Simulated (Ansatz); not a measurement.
Job for Ansatz (an electronic-structure program): R-CCSD(T)/cc-pVDZ on ammonia borane (SMILES [BH3-][NH3+]), a point of a torsion scan.

Ansatz 0.2 input:
```yaml
crystal:
  periodic: [false, false, false]
  atoms:
    - {symbol: B, position_ang: [-0.83689101, 0.09020100, -0.01301769]}
    - {symbol: N, position_ang: [0.83906681, -0.06159187, -0.00233078]}
    - {symbol: H, position_ang: [-1.22504036, -0.64848798, -0.86074852]}
    - {symbol: H, position_ang: [-1.05847216, 1.23258240, -0.25962165]}
    - {symbol: H, position_ang: [-1.19896419, -0.22547727, 1.07520994]}
    - {symbol: H, position_ang: [1.11044109, -0.73393623, -0.70813902]}
    - {symbol: H, position_ang: [1.13181872, -0.37980071, 0.91248887]}
    - {symbol: H, position_ang: [1.24967903, 0.84074016, -0.20497207]}
basis:
  gaussian:
    orbitals: cc-pVDZ
magnetization: {spin_polarized: false}
correlation: {method: ccsd_t, electrons: outside_noble_gas}
scf: {lower_state_search: off}
```

It printed:

```
Functional definition: HF
[...]
these checks for a lower state are left out or cut short: stability, starts, cluster_reference, orbital_swaps, neighbouring_geometries, increment
integrals: 0.02 GiB planned
521 factors; integrals over basis functions are off by at most 1.2e-3 eV
mean field: 0.08 GiB planned
mean field evaluation 1: about -2246.5815 eV, gradient 2.3e1 eV
mean field evaluation 2: about -2246.5821 eV, gradient 2.3e1 eV
mean field evaluation 4: about -2248.1514 eV, gradient 2.4e0 eV
mean field evaluation 8: about -2248.1690 eV, gradient 2.2e-2 eV
mean field -2248.16900701 eV, -82.6186871440 hartree, gradient 1.2e-6 eV, S^2 0.000000; 0 other end points of the search recorded, 0 dependent functions left out
2 core orbitals not correlated
reference -2248.16900701 eV, -82.6186871440 hartree; 7, 7 occupied and 49, 49 virtual orbitals, 521 factors
second order -8.09460241 eV of doubles, -0.00000000 eV of singles
coupled cluster: 0.11 GiB planned
cycle   1  -8.80276226 eV  change   -7.1e-1 eV  update   5.7e-2
cycle   2  -9.06811511 eV  change   -2.7e-1 eV  update   1.7e-2
cycle   3  -9.08786969 eV  change   -2.0e-2 eV  update   4.4e-3
cycle   4  -9.08797113 eV  change   -1.0e-4 eV  update   1.3e-3
cycle   5  -9.08814815 eV  change   -1.8e-4 eV  update   3.0e-4
cycle   6  -9.08808725 eV  change    6.1e-5 eV  update   7.7e-5
cycle   7  -9.08807748 eV  change    9.8e-6 eV  update   1.9e-5
cycle   8  -9.08807733 eV  change    1.5e-7 eV  update   6.0e-6
perturbative correction -0.19642729 eV, -0.0072185698 hartree
Total energy: -2257.45351163 eV, -82.9598863956 hartree
Checks for a lower state left out: stability, starts, cluster_reference, orbital_swaps, neighbouring_geometries, increment
```

The calculation finished and met its thresholds.

Cost: about 0.7 core-seconds (a rough figure).
